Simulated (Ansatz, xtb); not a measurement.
Spectroscopic constants of LiO-, multiplicity 3 (lowest of 2S+1 = 1, 3, 5 at CCSD(T)/def2-TZVPP on PBE0 minima; our sources give no spin for the ground state, which may be another).

Seven points along R, fitted to fifth degree in 1/R; most abundant isotopes. In def2 and cc sets the state is the lowest found near the PBE0 minimum, followed along R.

Codes used: Ansatz (a first-principles code) with Gaussian orbitals; xtb for the GFN methods. Each number belongs to the level named beside it. The GFN methods have no spin term and hold the electronic entropy of 300 K.

```csv
level,r_e (Å),ω_e (cm⁻¹),B_e (cm⁻¹),α_e (cm⁻¹)
GFN1-xTB,1.691,580,1.21,0.045
SVWN5/def2-TZVPP,1.741,703,1.14,0.021
PBE/def2-TZVPP,1.771,669,1.10,0.020
r2SCAN/def2-TZVPP,1.769,675,1.10,0.020
B97M-V/def2-TZVPP,1.746,702,1.13,0.021
B3LYP/def2-TZVPP,1.758,687,1.12,0.021
PBE0/def2-TZVPP,1.756,692,1.12,0.020
BHLYP/def2-TZVPP,1.742,714,1.14,0.021
CAM-B3LYP/def2-TZVPP,1.749,701,1.13,0.021
wB97X-V/def2-TZVPP,1.767,685,1.11,0.020
wB97M-V/def2-TZVPP,1.760,683,1.12,0.020
B2PLYP/def2-TZVPP,1.758,692,1.12,0.020
CCSD/aug-cc-pVTZ,1.766,688,1.11,0.020
CCSD/def2-TZVPP,1.762,695,1.11,0.020
CCSD/aug-cc-pVQZ,1.756,700,1.12,0.020
CCSD/def2-QZVPP,1.758,694,1.12,0.020
CCSD(T)/aug-cc-pVTZ,1.772,678,1.10,0.020
CCSD(T)/def2-TZVPP,1.764,691,1.11,0.020
CCSD(T)/aug-cc-pVQZ,1.763,689,1.11,0.020
CCSD(T)/def2-QZVPP,1.762,687,1.11,0.020
"CCSD(T)/CBS(aug-cc-pVTZ, aug-cc-pVQZ)",1.761,691,1.11,0.020
```

Correlated levels freeze the inner cores; with def2 sets outer-core shells near the valence are correlated too. CBS(a, b) extrapolates the correlation energy as X⁻³ and adds the Hartree–Fock energy of set b.
